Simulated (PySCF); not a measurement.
**Multinuclear NMR of C3H5FN2Si**

Bonds (- single, = double, # triple, : aromatic): N1#C2 1.145 Å, C2-C3 1.433 Å, C3-C4 1.511 Å, C4-F5 1.367 Å, C3=N6 1.255 Å, N6-Si7 1.726 Å. C4 carries H8, H9; Si7 carries H10, H11, H12. Stereochemistry as in N#C/C(CF)=N\[SiH3].

Computed data (PySCF 2.14): GFN2-xTB geometry, GIAO PBE0/pcSseg-1 shieldings. No relativistic terms, equivalent nuclei averaged, isolated molecule, a single conformation.

(1) Where does 19F resonate?

(2) What are the 29Si shifts?

(3) Predict the 15N NMR data.

Answers

(1) 
```
atoms                environment  σ (ppm)  δ (ppm)
   F5  fluorine on an sp3 carbon    429.1   -226.6
```

Shieldings were converted by a linear fit to measured shifts: 19F (scatter 6.0 ppm rms, 7.0 ppm with the 5 outliers that the fit left out vs CFCl3, solution or neat liquid, with a term for F on sp3 carbon). Occasional misses reach two or three times the rms, and more in compound classes unlike the fitted ones.

On a 400 MHz spectrometer 19F resonates near 376.4 MHz, so 1 ppm is 376.4 Hz.

(2) 
```
atoms               environment  σ (ppm)  δ (ppm)
  Si7  silicon bonded to N, 3 H    406.2    -53.9
```

Shieldings were converted by a linear fit to measured shifts: 29Si: δ = 279.94 − 0.822σ (rms 8.9 ppm, 72 shifts, 25.8 ppm with the 6 outliers that the fit left out vs TMS, solution or neat liquid). A few per cent of atoms miss by over 2 rms, more outside the fitted compound classes.

On a 400 MHz spectrometer 29Si resonates near 79.5 MHz, so 1 ppm is 79.5 Hz.

(3) 
| atoms | environment | σ (ppm) | δ (ppm) |
| --- | --- | --- | --- |
| N6 | imine nitrogen | -154.8 | -5.5 |
| N1 | nitrile nitrogen | -55.2 | -97.2 |

Shieldings were converted by a linear fit to measured shifts: 15N (scatter 6.3 ppm rms vs CH3NO2, solution or neat liquid). Occasional misses reach two or three times the rms, and more in compound classes unlike the fitted ones.

On a 500 MHz spectrometer 15N resonates near 50.7 MHz, so 1 ppm is 50.7 Hz.
